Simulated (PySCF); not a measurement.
C₃H₁₁MgNSi (SMILES C[Si](C)(C)[Mg][NH2]), singlet, at a GFN2-xTB geometry (such geometries of metal compounds can be far from the true shape), atoms displaced at random by about 0.08 Å a coordinate; PySCF with DF-R2SCAN/STO-3G, gradient.

PySCF was given this input:
```python
from pyscf import gto, scf, dft

mol = gto.Mole()
mol.atom = '''
    Mg   -0.503529    1.622594    0.346525
    N    -1.132831    2.660656    1.626574
    H    -1.215352    2.492908    2.508437
    H    -1.509279    3.601218    1.632683
    Si    0.344778   -0.539483   -0.428705
    C    -1.014782   -1.820977   -1.107890
    C     0.907005   -1.494819    1.161507
    C     1.752102   -0.549606   -1.741070
    H    -0.988801   -2.787502   -1.290859
    H    -1.900811   -1.774557   -0.415643
    H    -1.550144   -1.323328   -2.096465
    H    -0.046691   -1.651505    1.928752
    H     1.868169   -0.981199    1.585789
    H     1.168519   -2.417275    0.944971
    H     2.621309   -0.253583   -1.209222
    H     1.493909   -0.223642   -2.555301
    H     2.043289   -1.689429   -1.865217
'''
mol.basis = 'sto-3g'
mol.charge = 0
mol.spin = 0
mol.verbose = 4
mol.build()

mf = dft.RKS(mol)
mf.xc = 'r2scan'
mf = mf.density_fit(auxbasis='def2-universal-jkfit')
mf.kernel()
g = mf.nuc_grad_method()
grad = g.kernel()
```

Q: Predict the main parts of the log of this PySCF run.

A: 
```
PySCF version 2.14.0

[INPUT] verbose = 4
[INPUT] num. atoms = 17
[INPUT] num. electrons = 62
[INPUT] charge = 0
[INPUT] spin (= nelec alpha-beta = 2S) = 0
[INPUT] symmetry False subgroup None
[INPUT] Mole.unit = angstrom
[INPUT] Symbol           X                Y                Z      unit          X                Y                Z       unit  Magmom
[INPUT]  1 Mg    -0.503529000000   1.622594000000   0.346525000000 AA   -0.951531905776   3.066258271363   0.654837345315 Bohr   0.0
[INPUT]  2 N     -1.132831000000   2.660656000000   1.626574000000 AA   -2.140740335417   5.027911151681   3.073779381338 Bohr   0.0
[INPUT]  3 H     -1.215352000000   2.492908000000   2.508437000000 AA   -2.296682424942   4.710913373737   4.740258930726 Bohr   0.0
[INPUT]  4 H     -1.509279000000   3.601218000000   1.632683000000 AA   -2.852123955557   6.805315734854   3.085323718233 Bohr   0.0
[INPUT]  5 Si     0.344778000000  -0.539483000000  -0.428705000000 AA    0.651535993775  -1.019475118859  -0.810135038232 Bohr   0.0
[INPUT]  6 C     -1.014782000000  -1.820977000000  -1.107890000000 AA   -1.917660056138  -3.441147809132  -2.093608676144 Bohr   0.0
[INPUT]  7 C      0.907005000000  -1.494819000000   1.161507000000 AA    1.713991043611  -2.824798515796   2.194930121765 Bohr   0.0
[INPUT]  8 C      1.752102000000  -0.549606000000  -1.741070000000 AA    3.310992922303  -1.038604816418  -3.290145463696 Bohr   0.0
[INPUT]  9 H     -0.988801000000  -2.787502000000  -1.290859000000 AA   -1.868563081696  -5.267615351677  -2.439369975430 Bohr   0.0
[INPUT] 10 H     -1.900811000000  -1.774557000000  -0.415643000000 AA   -3.592012204561  -3.353426722430  -0.785451435593 Bohr   0.0
[INPUT] 11 H     -1.550144000000  -1.323328000000  -2.096465000000 AA   -2.929347613638  -2.500727492968  -3.961744679736 Bohr   0.0
[INPUT] 12 H     -0.046691000000  -1.651505000000   1.928752000000 AA   -0.088233202482  -3.120892143350   3.644813042207 Bohr   0.0
[INPUT] 13 H      1.868169000000  -0.981199000000   1.585789000000 AA    3.530327764403  -1.854197383697   2.996706901348 Bohr   0.0
[INPUT] 14 H      1.168519000000  -2.417275000000   0.944971000000 AA    2.208180881351  -4.567987717758   1.785736385656 Bohr   0.0
[INPUT] 15 H      2.621309000000  -0.253583000000  -1.209222000000 AA    4.953556097858  -0.479202419846  -2.285098403799 Bohr   0.0
[INPUT] 16 H      1.493909000000  -0.223642000000  -2.555301000000 AA    2.823078865023  -0.422622129950  -4.828819055827 Bohr   0.0
[INPUT] 17 H      2.043289000000  -1.689429000000  -1.865217000000 AA    3.861256603336  -3.192558116898  -3.524749292883 Bohr   0.0

nuclear repulsion = 321.989637484735
number of shells = 33
number of NR pGTOs = 147
number of NR cGTOs = 49
basis = sto-3g
ecp = {}

******** <class 'pyscf.df.df_jk.DFRKS'> ********
method = DFRKS
initial guess = minao
damping factor = 0
level_shift factor = 0
DIIS = <class 'pyscf.scf.diis.CDIIS'>
diis_start_cycle = 1
diis_space = 8
diis_damp = 0
SCF conv_tol = 1e-09
SCF conv_tol_grad = None
SCF max_cycles = 50
direct_scf = False
XC library pyscf.dft.libxc version 7.1.2
    S. Lehtola, C. Steigemann, M. J. T. Oliveira, and M. A. L. Marques,  SoftwareX 7, 1–5 (2018)
XC functionals = r2scan
    J. W. Furness, A. D. Kaplan, J. Ning, J. P. Perdew, and J. Sun,  J. Phys. Chem. Lett. 11, 8208–8215 (2020)
    J. W. Furness, A. D. Kaplan, J. Ning, J. P. Perdew, and J. Sun,  J. Phys. Chem. Lett. 11, 9248–9248 (2020)
    J. W. Furness, A. D. Kaplan, J. Ning, J. P. Perdew, and J. Sun,  J. Phys. Chem. Lett. 11, 8208–8215 (2020)
    J. W. Furness, A. D. Kaplan, J. Ning, J. P. Perdew, and J. Sun,  J. Phys. Chem. Lett. 11, 9248–9248 (2020)
radial grids:
    Treutler-Ahlrichs [JCP 102, 346 (1995); DOI:10.1063/1.469408] (M4) radial grids

becke partition: Becke, JCP 88, 2547 (1988); DOI:10.1063/1.454033
pruning grids: <function nwchem_prune>
grids dens level: 3
symmetrized grids: False
atomic radii adjust function: <function treutler_atomic_radii_adjust>
small_rho_cutoff = 0
Set gradient conv threshold to 3.16228e-05
Initial guess from minao.
tot grids = 201904
init E= -656.811672092022
  HOMO = -0.288791315919773  LUMO = 0.0139562863008501  gap/eV = 8.23818
cycle= 1 E= -656.836264053269  delta_E= -0.0246  |g|= 0.753  |ddm|= 4.83
  HOMO = 0.135227940187272  LUMO = 0.182935582303291  gap/eV = 1.29819
cycle= 2 E= -656.619034328667  delta_E= 0.217  |g|= 1.14  |ddm|= 2.51
  HOMO = -0.0565304285883272  LUMO = 0.19404234664395  gap/eV = 6.81843
cycle= 3 E= -657.012837253205  delta_E= -0.394  |g|= 0.105  |ddm|= 1.66
  HOMO = -0.0218331792711008  LUMO = 0.176096278036197  gap/eV = 5.38593
cycle= 4 E= -657.016992201797  delta_E= -0.00415  |g|= 0.0471  |ddm|= 0.265
  HOMO = -0.0281592508056274  LUMO = 0.174737291225588  gap/eV = 5.52110
cycle= 5 E= -657.017713299627  delta_E= -0.000721  |g|= 0.00792  |ddm|= 0.0751
  HOMO = -0.0274284475236332  LUMO = 0.176305528253931  gap/eV = 5.54388
cycle= 6 E= -657.017736686052  delta_E= -2.34e-05  |g|= 0.00188  |ddm|= 0.0153
  HOMO = -0.0277480478650314  LUMO = 0.176274198120664  gap/eV = 5.55173
cycle= 7 E= -657.017737957079  delta_E= -1.27e-06  |g|= 0.000614  |ddm|= 0.004
  HOMO = -0.0278452943792947  LUMO = 0.176218514462655  gap/eV = 5.55286
cycle= 8 E= -657.017738078176  delta_E= -1.21e-07  |g|= 7.81e-05  |ddm|= 0.000975
  HOMO = -0.0278558947876085  LUMO = 0.176215360589314  gap/eV = 5.55306
cycle= 9 E= -657.017738080224  delta_E= -2.05e-09  |g|= 2.22e-05  |ddm|= 0.000165
  HOMO = -0.027856414440939  LUMO = 0.176215740020269  gap/eV = 5.55309
cycle= 10 E= -657.017738080393  delta_E= -1.69e-10  |g|= 1.24e-06  |ddm|= 3.64e-05
  HOMO = -0.0278558280506217  LUMO = 0.176215881508247  gap/eV = 5.55307
Extra cycle  E= -657.017738080389  delta_E= 4.09e-12  |g|= 1.11e-06  |ddm|= 4.16e-06
converged SCF energy = -657.017738080389

******** <class 'pyscf.df.grad.rks.Gradients'> for <class 'pyscf.df.df_jk.DFRKS'> ********
unit = Eh/Bohr
grid_response = False
--------------- DFRKS gradients ---------------
         x                y                z
0 Mg    -0.0137538428     0.0404435006     0.0189293596
1 N    -0.0062298944    -0.0510138780     0.1530350369
2 H     0.0078621018     0.0600937267    -0.1888917770
3 H     0.0064678031    -0.0265519975     0.0229151634
4 Si     0.0287032519     0.0174011280     0.0018773698
5 C     0.0744734053    -0.1814575344     0.0149496473
6 C     0.0450064471    -0.1203489300    -0.0549844130
7 C    -0.0479387464     0.1865271425    -0.2333718039
8 H    -0.0343232525     0.1189761889     0.0253980452
9 H    -0.0156718678    -0.0048499904     0.0013988118
10 H    -0.0370607900     0.0303392764    -0.0507066890
11 H    -0.0658865839    -0.0229247733     0.0385157752
12 H     0.0473634157     0.0193112677    -0.0001407362
13 H    -0.0354337025     0.1159030766     0.0310704153
14 H    -0.0245459786    -0.0349568850     0.0070811460
15 H     0.0497620649    -0.0979699539     0.2073867554
16 H     0.0216833810    -0.0485266613     0.0045407218
----------------------------------------------
```
